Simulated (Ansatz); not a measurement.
Steps of a relaxation of `C[N][GeH3]` radical with UKS PBE-D4/def2-SVP.

```sh
$ ansatz run in.yaml --threads 4 --pin off --events-out ev --progress --plain --max-ram 10444MiB
```

```yaml
crystal:
  periodic: [false, false, false]
  atoms:
    - {symbol: C, position_ang: [-0.370900, 0.945700, -0.855500]}
    - {symbol: N, position_ang: [-0.883300, -0.339000, -0.480800]}
    - {symbol: Ge, position_ang: [0.264100, -1.032800, 0.782900]}
    - {symbol: H, position_ang: [-1.041200, 1.417400, -1.627900]}
    - {symbol: H, position_ang: [0.596800, 0.926300, -1.335800]}
    - {symbol: H, position_ang: [-0.411000, 1.686400, 0.010300]}
    - {symbol: H, position_ang: [1.747900, -1.129500, 0.196100]}
    - {symbol: H, position_ang: [-0.142000, -2.430100, 1.212200]}
    - {symbol: H, position_ang: [0.328100, -0.090800, 2.081500]}
basis:
  gaussian: {orbitals: def2-SVP}
magnetization: {spin_polarized: true, initial_magnetization: 1}
hamiltonian: {xc: pbe, dispersion: d4}
relax: {f_tol: 0.03, max_steps: 200}
```

Positions (Å) and forces (eV/Å) along the path, 14 of 18 steps:

```xyz
9
step=1 energy=-59119.6471 eV
C    -0.371    0.946   -0.856   -2.378    1.044   -0.252
N    -0.883   -0.339   -0.481    0.029    0.231   -0.151
Ge    0.264   -1.033    0.783    1.255   -0.062    0.980
H    -1.041    1.417   -1.628    0.092   -0.126    0.164
H     0.597    0.926   -1.336    1.355   -0.007   -0.057
H    -0.411    1.686    0.010    0.489   -0.421   -0.371
H     1.748   -1.129    0.196   -0.491    0.120    0.130
H    -0.142   -2.430    1.212   -0.271   -0.482    0.116
H     0.328   -0.091    2.082   -0.079   -0.298   -0.560
9
step=3 energy=-59119.8429 eV
C    -0.428    0.992   -0.899   -0.065   -0.244    0.064
N    -0.834   -0.308   -0.432    0.026    0.250   -0.126
Ge    0.329   -1.064    0.832   -0.009   -0.096    0.041
H    -1.113    1.387   -1.684    0.030   -0.038    0.037
H     0.617    1.000   -1.304   -0.024    0.044   -0.022
H    -0.406    1.736   -0.061   -0.002    0.036   -0.015
H     1.765   -1.170    0.234    0.018    0.003    0.010
H    -0.204   -2.469    1.204    0.004    0.040   -0.020
H     0.363   -0.150    2.093    0.022    0.004    0.032
9
step=5 energy=-59119.8465 eV
C    -0.431    0.998   -0.907    0.003    0.008   -0.030
N    -0.813   -0.284   -0.407   -0.056    0.005   -0.017
Ge    0.340   -1.070    0.848    0.010   -0.007    0.002
H    -1.131    1.359   -1.695   -0.008   -0.002    0.009
H     0.606    1.025   -1.332    0.017    0.005    0.021
H    -0.417    1.773   -0.095    0.011   -0.005   -0.003
H     1.780   -1.187    0.261    0.008    0.003    0.009
H    -0.228   -2.469    1.175    0.008   -0.005    0.008
H     0.383   -0.191    2.135    0.007   -0.002    0.001
9
step=6 energy=-59119.8469 eV
C    -0.428    0.994   -0.912   -0.013    0.030   -0.004
N    -0.827   -0.271   -0.386   -0.075   -0.022   -0.005
Ge    0.336   -1.067    0.852    0.009   -0.003   -0.019
H    -1.132    1.360   -1.693    0.004   -0.015    0.002
H     0.606    1.004   -1.342    0.027    0.004    0.006
H    -0.398    1.776   -0.107    0.015    0.018   -0.001
H     1.775   -1.159    0.260    0.029   -0.005    0.011
H    -0.217   -2.476    1.160    0.005   -0.008    0.009
H     0.374   -0.207    2.152    0.000    0.001    0.002
9
step=7 energy=-59119.8424 eV rejected
C    -0.413    0.976   -0.936   -0.092   -0.054    0.362
N    -0.927   -0.181   -0.244    0.246    0.244   -0.160
Ge    0.319   -1.054    0.870   -0.026    0.041   -0.020
H    -1.135    1.358   -1.695    0.085   -0.094    0.000
H     0.606    0.867   -1.400   -0.183   -0.044    0.038
H    -0.286    1.812   -0.187   -0.012   -0.092   -0.145
H     1.758   -0.988    0.260   -0.031   -0.041    0.045
H    -0.147   -2.522    1.065    0.021    0.098   -0.028
H     0.315   -0.316    2.249   -0.009   -0.058   -0.093
9
step=9 energy=-59119.8483 eV
C    -0.428    0.994   -0.911    0.014   -0.005   -0.018
N    -0.849   -0.257   -0.365   -0.010    0.009    0.018
Ge    0.335   -1.067    0.848    0.002    0.002   -0.004
H    -1.124    1.353   -1.702   -0.004    0.002    0.002
H     0.611    0.990   -1.332    0.007   -0.004    0.002
H    -0.397    1.788   -0.118   -0.011    0.000    0.002
H     1.776   -1.147    0.256    0.006    0.003   -0.003
H    -0.207   -2.482    1.153   -0.003   -0.005   -0.002
H     0.373   -0.218    2.154   -0.002   -0.002    0.002
9
step=10 energy=-59119.8500 eV
C    -0.425    0.989   -0.915    0.019   -0.009    0.038
N    -0.897   -0.211   -0.293    0.125    0.076    0.007
Ge    0.332   -1.064    0.849   -0.036    0.014    0.018
H    -1.114    1.333   -1.720   -0.001   -0.002    0.014
H     0.616    0.943   -1.330   -0.037   -0.023    0.001
H    -0.378    1.821   -0.159   -0.039   -0.050   -0.040
H     1.775   -1.096    0.250   -0.029    0.008   -0.011
H    -0.186   -2.497    1.112    0.001    0.004   -0.011
H     0.364   -0.264    2.188   -0.003   -0.018   -0.015
9
step=12 energy=-59119.8526 eV
C    -0.419    0.989   -0.924   -0.004   -0.083    0.092
N    -0.909   -0.168   -0.233    0.098    0.105   -0.020
Ge    0.331   -1.057    0.867   -0.045    0.016   -0.012
H    -1.123    1.316   -1.724    0.000   -0.012    0.001
H     0.610    0.896   -1.361   -0.046    0.008    0.017
H    -0.346    1.850   -0.205   -0.007   -0.040   -0.044
H     1.769   -1.039    0.256   -0.006   -0.008    0.012
H    -0.173   -2.508    1.062    0.011    0.031   -0.013
H     0.349   -0.326    2.245   -0.002   -0.018   -0.033
9
step=13 energy=-59119.8545 eV
C    -0.419    0.993   -0.930   -0.015   -0.147    0.088
N    -0.915   -0.109   -0.156    0.095    0.182   -0.085
Ge    0.335   -1.048    0.884   -0.036   -0.036    0.009
H    -1.134    1.276   -1.737    0.003   -0.005    0.035
H     0.600    0.860   -1.380   -0.043    0.033    0.031
H    -0.332    1.900   -0.267   -0.009   -0.071   -0.050
H     1.775   -1.015    0.280    0.005    0.025   -0.001
H    -0.166   -2.512    0.990    0.002    0.059    0.019
H     0.346   -0.391    2.299   -0.003   -0.039   -0.046
9
step=14 energy=-59119.8550 eV
C    -0.416    0.994   -0.934   -0.044   -0.151    0.127
N    -0.916   -0.080   -0.120    0.114    0.202   -0.128
Ge    0.338   -1.050    0.885   -0.057    0.020    0.070
H    -1.140    1.257   -1.741    0.012   -0.007    0.041
H     0.597    0.845   -1.389   -0.037    0.018    0.027
H    -0.323    1.919   -0.300   -0.018   -0.083   -0.050
H     1.780   -0.980    0.286   -0.014   -0.026   -0.004
H    -0.175   -2.510    0.974    0.037    0.038   -0.036
H     0.343   -0.441    2.321    0.005   -0.009   -0.048
9
step=15 energy=-59119.8564 eV
C    -0.416    0.992   -0.934   -0.049   -0.137    0.111
N    -0.916   -0.076   -0.116    0.087    0.169   -0.095
Ge    0.336   -1.046    0.890   -0.021    0.009    0.014
H    -1.138    1.252   -1.741    0.008   -0.003    0.020
H     0.599    0.844   -1.386   -0.020    0.010    0.014
H    -0.325    1.920   -0.304   -0.013   -0.048   -0.029
H     1.774   -0.983    0.283   -0.003   -0.006    0.009
H    -0.171   -2.508    0.964    0.010    0.018   -0.007
H     0.346   -0.441    2.327    0.000   -0.012   -0.039
9
step=16 energy=-59119.8577 eV
C    -0.411    0.993   -0.934   -0.006    0.047    0.056
N    -0.903   -0.023   -0.063    0.040   -0.092   -0.010
Ge    0.341   -1.049    0.895   -0.031    0.050   -0.006
H    -1.133    1.197   -1.759    0.003    0.001   -0.006
H     0.614    0.866   -1.367   -0.011   -0.043    0.007
H    -0.371    1.950   -0.349    0.000    0.049   -0.034
H     1.777   -1.000    0.282    0.000   -0.002   -0.005
H    -0.192   -2.502    0.937   -0.005    0.000   -0.010
H     0.366   -0.479    2.342    0.010   -0.011    0.007
9
step=17 energy=-59119.8587 eV
C    -0.411    0.998   -0.930    0.004   -0.026   -0.031
N    -0.900   -0.013   -0.051   -0.017   -0.002    0.048
Ge    0.341   -1.044    0.899   -0.012   -0.002   -0.004
H    -1.131    1.177   -1.763    0.007    0.013   -0.006
H     0.614    0.855   -1.358    0.006    0.021   -0.002
H    -0.378    1.974   -0.374    0.001   -0.013    0.006
H     1.774   -0.994    0.281    0.013    0.003   -0.002
H    -0.196   -2.497    0.921   -0.002    0.000   -0.006
H     0.374   -0.503    2.357    0.000    0.007   -0.001
9
step=18 energy=-59119.8590 eV
C    -0.410    0.997   -0.930   -0.014    0.015    0.011
N    -0.899    0.004   -0.030    0.003    0.016   -0.006
Ge    0.341   -1.043    0.903   -0.003    0.002    0.003
H    -1.130    1.162   -1.766    0.012   -0.003    0.012
H     0.616    0.852   -1.356    0.000    0.000   -0.001
H    -0.382    1.982   -0.390   -0.001   -0.028   -0.014
H     1.774   -0.989    0.283    0.003    0.001   -0.002
H    -0.201   -2.495    0.902    0.003    0.004    0.004
H     0.379   -0.518    2.367   -0.003   -0.007   -0.009
```

Hardware: 4 threads of an Arm Neoverse V1 on a shared host. Wall time 28 s, peak host memory 0.16 GiB.
